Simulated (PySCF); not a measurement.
F$_{2}$La, charge +1, singlet, geometry from GFN2-xTB (such geometries of metal compounds can be far from the true shape) (the multiplicity is a formal guess) (core potentials on La); PySCF with M062X/def2-SVP.

Here is a job for PySCF.
```python
from pyscf import gto, scf, dft

mol = gto.M(
    atom='''
La    0.33966094    0.23556775    0.06908115
F    -1.54856663    0.24526234   -1.27331975
F    -0.60261932   -1.73719143    0.83580577
''',
    basis='def2-svp',
    ecp={'La': 'def2-svp'},
    charge=1,
    verbose=3,
)

mf = dft.RKS(mol)
mf.xc = 'm062x'
mf.kernel()
mf.analyze()
```

Output, abridged:

```
converged SCF energy = -230.806630894883
**** MO energy ****
MO #1   energy= -25.3393963870485  occ= 2
MO #2   energy= -25.3391100478575  occ= 2
MO #3   energy= -1.89804665320468  occ= 2
MO #4   energy= -1.35822368206314  occ= 2
MO #5   energy= -1.35593964563355  occ= 2
MO #6   energy= -1.21090470750456  occ= 2
MO #7   energy= -1.18717464256349  occ= 2
MO #8   energy= -1.18027664956916  occ= 2
MO #9   energy= -0.616395122794096 occ= 2
MO #10  energy= -0.607994992290129 occ= 2
MO #11  energy= -0.601245747866588 occ= 2
MO #12  energy= -0.597766807593682 occ= 2
MO #13  energy= -0.593731283415288 occ= 2
MO #14  energy= -0.582116971633182 occ= 2
MO #15  energy= -0.278855173157373 occ= 0
MO #16  energy= -0.257016642535411 occ= 0
MO #17  energy= -0.25583016890318  occ= 0
MO #18  energy= -0.237924199629838 occ= 0
MO #19  energy= -0.229349756535619 occ= 0
MO #20  energy= -0.209955534832864 occ= 0
MO #21  energy= -0.157200060066927 occ= 0
MO #22  energy= -0.116855475407816 occ= 0

WARN: Weak orthogonality for localized orbitals 3.0796949100149516e-09

WARN: System has nonzero charge 1; the dipole moment is origin-dependent.
Location of origin: [0. 0. 0.]

Dipole moment(X, Y, Z, Debye):  8.99384,  6.23894,  1.82915
```
